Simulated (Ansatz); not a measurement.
A run for Ansatz (a first-principles code): R-PBE/cc-pV(T+d)Z on AlF2H (SMILES [F][AlH][F]), a point of a bond scan (R = 1.553 Å). Files ending in .json are basis or fitting sets from the Basis Set Exchange.

Ansatz 0.2 input:
```yaml
crystal:
  periodic: [false, false, false]
  atoms:
    - {symbol: Al, position_ang: [-0.29735585, -0.20000769, -0.23453486]}
    - {symbol: H, position_ang: [-1.37591570, -0.92546933, -1.08523238]}
    - {symbol: F, position_ang: [-0.21997505, 1.44163617, -0.18460638]}
    - {symbol: F, position_ang: [0.80236859, -1.04990625, 0.64396034]}
basis:
  gaussian:
    orbitals: cc-pV_T+d_Z.json
    pivot_positions_ang: [[-0.29735585, -0.20000769, -0.23453486], [-1.37591570, -0.92546933, -1.08523238], [-0.21997505, 1.44163617, -0.18460638], [0.80236859, -1.04990625, 0.64396034]]
hamiltonian:
  xc: {name: PBE}
scf: {lower_state_search: off}
output: {orbitals: {seedname: ./end}}
```

It printed:

```
WARN ansatz: RAYON_NUM_THREADS=1 ignored (pool sized by the plan → 1); use --threads N
Functional definition: PBE
these checks for a lower state are left out or cut short: stability, starts, cluster_reference, orbital_swaps, neighbouring_geometries, increment
integrals: 0.03 GiB planned
638 factors; their error is unknown
mean field: 0.25 GiB planned
mean field evaluation 1: about -12039.6902 eV, gradient 5.7e1 eV
mean field evaluation 2: about -12016.6823 eV, gradient 1.4e2 eV
mean field evaluation 4: about -12044.3128 eV, gradient 2.3e0 eV
mean field evaluation 8: about -12044.3343 eV, gradient 1.2e-2 eV
mean field evaluation 16: about -12044.3098 eV, gradient 7.0e-6 eV
mean field -12044.30977041 eV, -442.6202201363 hartree, gradient 3.3e-6 eV, S^2 0.000000; 0 other end points of the search recorded, 0 dependent functions left out
reference -12044.30981236 eV, -442.6202216777 hartree; 16, 16 occupied and 97, 97 virtual orbitals, 638 factors
Total energy: -12044.30981236 eV, -442.6202216777 hartree
Checks for a lower state left out: stability, starts, cluster_reference, orbital_swaps, neighbouring_geometries, increment
```

The run converged.

Cost: around 0.7 core-seconds (rough).
